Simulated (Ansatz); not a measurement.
Diborane tri F (B₂H₃F₃), relaxed as a singlet with RKS r2SCAN-D4/def2-SVP in Ansatz, starting from the GFN1-xTB geometry. Force threshold 0.02 eV/Å.

Start:

Cartesian coordinates in Å:
```
B -0.0417 -0.1267 -0.8978
F -0.0668 0.8982 -1.7463
F -0.0794 -1.3622 -1.4077
H 0.9944 -0.0409 -0.0121
B 0.0426 0.0976 0.9232
F 0.0786 1.3579 1.3926
H 0.0644 -0.8074 1.6720
H -0.9921 -0.0166 0.0760
```

Estimate the energy that the relaxation releases and the steps that it takes.

1.1 kcal/mol, in 5 steps; 7 s on 4 threads of Arm Neoverse V1 on a shared host. No frequencies were taken in this run, so the end may be a saddle point.

Does the start keep its bonding and symmetry?

By distances, no bond broke or formed. The bond that changes most is B1–B5, from 1.84 to 1.81 Å (atoms count from 1). Point group Cs at the start, Cs at the end, both within 0.05 Å.

Predict the relaxed structure.


```xyz
8

B    -0.041   -0.132   -0.889
F    -0.063    0.938   -1.676
F    -0.080   -1.354   -1.417
H     1.006   -0.097    0.006
B     0.042    0.128    0.898
F     0.076    1.399    1.330
H     0.064   -0.810    1.651
H    -1.004   -0.072    0.096
```
Bond lengths: 3 × B–F 1.33 to 1.34 Å; 1 × B–B 1.81 Å; 5 × B–H 1.20 to 1.38 Å.
